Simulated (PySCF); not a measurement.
Job file and geometry (Å, from GFN2-xTB) of an NMR shielding run on SMILES C([SiH2][Si@@](C=C)(O)C=O)(N)=O, C4H9NO3Si2, GIAO PBE0/pcSseg-1 NMR shielding, non-relativistic, gas phase (PySCF 2.14.0, density-fitted response routines); density fitting, a coarse starting grid and PySCF grid level 2 are the driver's defaults:

```
$ OMP_NUM_THREADS=1 python probes_run.py task.json out

{"job": {"kind": "nmr", "xc": "PBE0", "basis": "pcSseg-1"}, "charge": 0, "multiplicity": 1}
C     -2.965425     0.818210     0.434578
C     -1.679439     0.574759     0.644433
Si    -0.584435    -0.508386    -0.457582
O     -1.422976    -1.181392    -1.687058
C     -0.223166    -2.078906     0.588518
O      0.653776    -2.128451     1.421774
Si     1.419586     0.484611    -1.072201
C      2.332260     1.109703     0.503152
N      2.288657     0.323168     1.595439
O      2.923994     2.174032     0.490680
H     -3.496839     0.380506    -0.395637
H     -3.550497     1.453782     1.081225
H     -1.203717     1.042002     1.497971
H     -1.888672    -0.669493    -2.342165
H     -0.833663    -2.983499     0.401965
H      2.329323    -0.465515    -1.734642
H      1.270745     1.633370    -1.973738
H      1.823404    -0.575830     1.605764
H      2.797279     0.606576     2.420392
```

Question: What does the program print?

Answer: 
```
coarse grid: 17496 points
cycle   1  E = -1016.0827645850  dE =  1.455e+00  |g| = 1.256e+00  |ddm| = 4.070e+00
cycle   2  E = -1014.8492947676  dE =  1.233e+00  |g| = 2.719e+00  |ddm| = 3.261e+00
cycle   3  E = -1016.3472728400  dE = -1.498e+00  |g| = 4.446e-01  |ddm| = 2.669e+00
cycle   4  E = -1016.3830335039  dE = -3.576e-02  |g| = 1.720e-01  |ddm| = 5.068e-01
cycle   5  E = -1016.3876002314  dE = -4.567e-03  |g| = 6.437e-02  |ddm| = 1.505e-01
cycle   6  E = -1016.3883847956  dE = -7.846e-04  |g| = 2.366e-02  |ddm| = 5.524e-02
cycle   7  E = -1016.3884853874  dE = -1.006e-04  |g| = 6.504e-03  |ddm| = 2.043e-02
cycle   8  E = -1016.3884938945  dE = -8.507e-06  |g| = 1.484e-03  |ddm| = 5.837e-03
final grid: 161648 points
cycle   9  E = -1016.4744507089  dE = -3.487e-06  |g| = 1.693e-02  |ddm| = 2.683e-02
cycle  10  E = -1016.4742886113  dE =  1.621e-04  |g| = 3.385e-02  |ddm| = 3.311e-02
cycle  11  E = -1016.4745037754  dE = -2.152e-04  |g| = 2.838e-03  |ddm| = 2.355e-02
cycle  12  E = -1016.4745055917  dE = -1.816e-06  |g| = 4.652e-04  |ddm| = 2.784e-03
cycle  13  E = -1016.4745056205  dE = -2.877e-08  |g| = 2.298e-04  |ddm| = 4.727e-04
cycle  14  E = -1016.4745056296  dE = -9.135e-09  |g| = 7.932e-05  |ddm| = 2.002e-04
cycle  15  E = -1016.4745056307  dE = -1.085e-09  |g| = 2.837e-05  |ddm| = 6.816e-05
cycle  16  E = -1016.4745056309  dE = -1.594e-10  |g| = 5.942e-06  |ddm| = 2.481e-05
converged SCF energy = -1016.4745056309

GIAO shielding tensors (ppm)
atom      isotropic    diamagn.    paramagn.     s11        s22        s33       span
  0 C       44.222     253.126    -208.904    -83.792     42.507    173.951    257.743
  1 C       45.174     265.555    -220.381    -66.485     37.945    164.062    230.547
  2 Si     374.953     882.061    -507.107    308.768    377.961    438.131    129.363
  3 O      319.774     388.230     -68.456    280.553    321.104    357.665     77.112
  4 C      -73.671     258.405    -332.076   -212.441    -91.703     83.131    295.572
  5 O     -528.319     401.849    -930.168  -1485.220   -498.117    398.380   1883.600
  6 Si     443.530     882.208    -438.678    386.650    469.738    474.201     87.551
  7 C        9.670     251.127    -241.456    -76.766      8.215     97.562    174.328
  8 N      122.739     324.999    -202.260      0.646    144.765    222.806    222.160
  9 O     -178.950     395.311    -574.261   -575.177   -235.837    274.164    849.341
 10 H       25.549      31.459      -5.910     21.789     24.764     30.096      8.307
 11 H       25.088      28.901      -3.813     21.961     24.502     28.801      6.839
 12 H       25.432      34.671      -9.239     23.303     24.281     28.711      5.408
 13 H       30.114      32.388      -2.274     22.411     24.943     42.988     20.577
 14 H       19.434      28.260      -8.827     13.159     20.639     24.503     11.344
 15 H       27.456      29.273      -1.816     25.041     25.874     31.454      6.412
 16 H       27.937      30.299      -2.362     24.550     26.504     32.758      8.208
 17 H       23.547      34.118     -10.572     17.213     23.509     29.918     12.705
 18 H       26.395      30.157      -3.762     21.122     23.979     34.083     12.961
```

Question: Turn these shieldings into chemical shifts. References, each an isolated molecule treated in the same way: ¹³C (186.93 ppm), ²⁹Si (349.16 ppm), ¹H (31.72 ppm) against TMS; ¹⁷O (336.08 ppm) against H2O; ¹⁵N (267.73 ppm) against NH3.

Answer: Averaging equivalent atoms: C 4: 260.6; C 7: 177.3; C 0: 142.7; C 1: 141.8; Si 2: -25.8; Si 6: -94.4; O 5: 864.4; O 9: 515.0; O 3: 16.3; N 8: 145.0; H 14: 12.28; H 17/18: 6.75; H 11: 6.63; H 12: 6.29; H 10: 6.17; H 15: 4.26; H 16: 3.78; H 13: 1.60 ppm. Unscaled 17O shifts of doubly bonded oxygen tend to come out too high, by tens of ppm or more. Experimental scales use liquid or dissolved standards, which lie at an offset from isolated NH3 (liquid NH3: subtract about 20 ppm) and H2O (liquid H2O: subtract about 36 ppm).

Size and cost of the density-fitted run: 229 basis functions, 2.4 min wall time on 1 thread of an Arm Neoverse N1, shared host; peak memory 1.1 GiB.
